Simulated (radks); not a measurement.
The numbers below are computed, except where a source is named.
All-electron atom: K in [Ar] 4s1.

Level of theory: non-relativistic Kohn-Sham, LDA (Slater exchange, VWN5 correlation), spin-polarised, spherical densities, point nucleus; open shells are filled with parallel spins first; hard spherical wall at 2.5 bohr (a radial shooting solver on a logarithmic mesh with Libxc functionals).

Energy parts (hartree):
| part | energy |
|---|---|
| total | -594.26336 |
| kinetic | 610.19985 |
| electron-nucleus | -1446.29404 |
| Hartree | 274.72181 |
| exchange-correlation | -32.89097 |

Orbitals (lengths in bohr, moments of r in powers of bohr; r(90%) holds 90 % of the orbital's charge):
| orbital | occ. | eigenvalue (hartree) | <r^2> | <r^4> | r(90%) |
|---|---|---|---|---|---|
| 1s up | 1 | -127.1730 | 0.008977 | 0.0002068 | 0.146 |
| 1s down | 1 | -127.1566 | 0.008977 | 0.0002068 | 0.146 |
| 2s up | 1 | -11.75480 | 0.1834 | 0.06020 | 0.614 |
| 2s down | 1 | -11.73872 | 0.1832 | 0.06009 | 0.613 |
| 2p up | 3 | -9.18122 | 0.1559 | 0.05139 | 0.587 |
| 2p down | 3 | -9.16544 | 0.1558 | 0.05127 | 0.586 |
| 3s up | 1 | -0.49956 | 1.627 | 3.675 | 1.75 |
| 3s down | 1 | -0.47333 | 1.624 | 3.659 | 1.75 |
| 3p up | 3 | 0.13684 | 1.743 | 4.189 | 1.81 |
| 3p down | 3 | 0.16370 | 1.738 | 4.166 | 1.81 |
| 3d up | 0 | 1.13959 | 1.840 | 4.689 | 1.87 |
| 3d down | 0 | 1.16822 | 1.833 | 4.656 | 1.86 |
| 4s up | 1 | 2.78940 | 2.541 | 8.969 | 2.12 |
| 4s down | 0 | 2.83668 | 2.540 | 8.959 | 2.12 |
| 4p up | 0 | 3.22183 | 2.438 | 8.605 | 2.12 |
| 4p down | 0 | 3.26836 | 2.438 | 8.602 | 2.12 |
| 5s up | 0 | 8.07642 | 2.420 | 8.931 | 2.21 |
| 5s down | 0 | 8.11092 | 2.422 | 8.943 | 2.21 |

The highest occupied level is 4s up at 75.904 eV. The configuration is held as typed, so some empty levels lie below it. The density falls to 0.001 e/bohr^3 at r = 2.43 bohr. The spin density at the nucleus is 26.08 e/bohr^3 (1s 0.24, 2s -0.02, 3s 0.06, 4s 25.80), a Fermi contact field of 1.37e+03 T.
